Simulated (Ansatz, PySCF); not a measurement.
CrHO, SMILES [OH][Cr] (connectivity only; charge and spin as stated), neutral, multiplicity 6. Atoms are numbered in the order given.

```xyz
3

Cr     0.0006    -0.5182     0.0000
O      0.0958     1.3011     0.0000
H     -0.7134     1.8167     0.0000
```
Charge 0, spin multiplicity 6.

Geometry: PBE0-D3(BJ)/def2-TZVP. The spin state was assumed, not searched.

Two levels are set side by side: PBE-D3(BJ)/def2-TZVP (PySCF) and PBE0-D3(BJ)/def2-TZVP (Ansatz, an electronic-structure program). Each level has its own optimised geometry; the coordinates shown are those of the second. Frequencies come from the Hessian of PySCF at each geometry. Differences are taken from unrounded values.

| quantity | PBE0-D3(BJ) | PBE-D3(BJ) | PBE-D3(BJ) minus PBE0-D3(BJ) |
|---|---|---|---|
| mean bond length (Å) | 1.391 | 1.399 | 0.008 |
| bond Cr1–O2 (Å) | 1.822 | 1.824 | 0.002 |
| bond O2–H3 (Å) | 0.960 | 0.974 | 0.014 |
| highest harmonic wavenumber (cm⁻¹) | 3886 | 3688 | -198 |
| mean harmonic wavenumber (cm⁻¹) | 1724 | 1655 | -68 |
| zero-point energy (kcal/mol) | 7.39 | 7.10 | -0.29 |

Exact exchange shortens and stiffens bonds; PBE has none. Differences between two approximate levels are no errors against the true value.
